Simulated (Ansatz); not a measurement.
## Redistribution: B(CH3)3(NH3) + BH2(NH2) → BH(CH3)2(NH3) + BH(CH3)(NH2)

Species: B(CH3)3(NH3), singlet; BH2(NH2), singlet; BH(CH3)2(NH3), singlet; BH(CH3)(NH2), singlet. The partners trade CH3 for H; both sit on B, so the bond types are kept.

Shapes, held fixed at every level: PBE0-D4/def2-TZVP. Programs: Ansatz 0.2.0. Electronic energies: no zero-point or thermal term.

```csv
level,kind,ΔE (kJ/mol),less CCSD(T)/CBS estimate
HF/def2-SVP,Hartree–Fock,-17.8,-7.4
PBE-D4/def2-TZVPP,GGA,-14.8,-4.4
r2SCAN-D4/def2-TZVPP,meta-GGA,-14.6,-4.2
B3LYP-D4/def2-TZVPP,global hybrid,-12.9,-2.5
PBE0-D4/def2-TZVPP,global hybrid,-14.9,-4.5
wB97X-V/def2-TZVPP,range-separated hybrid,-12.9,-2.5
CCSD/def2-SVP,coupled cluster or CI,-9.6,+0.8
CCSD(T)/CBS estimate,coupled cluster or CI,-10.4,0.0
```

The highest level, CCSD(T)/CBS estimate, gives ΔE = -10.4 kJ/mol; the levels span -17.8 to -9.6. The column of differences is taken from that level and isn't an error. No measured value is set beside it here. The CBS estimate extrapolates MP2 from def2-TZVPP and def2-QZVPP and adds CCSD(T) − MP2 in the triple-zeta set, cores frozen.
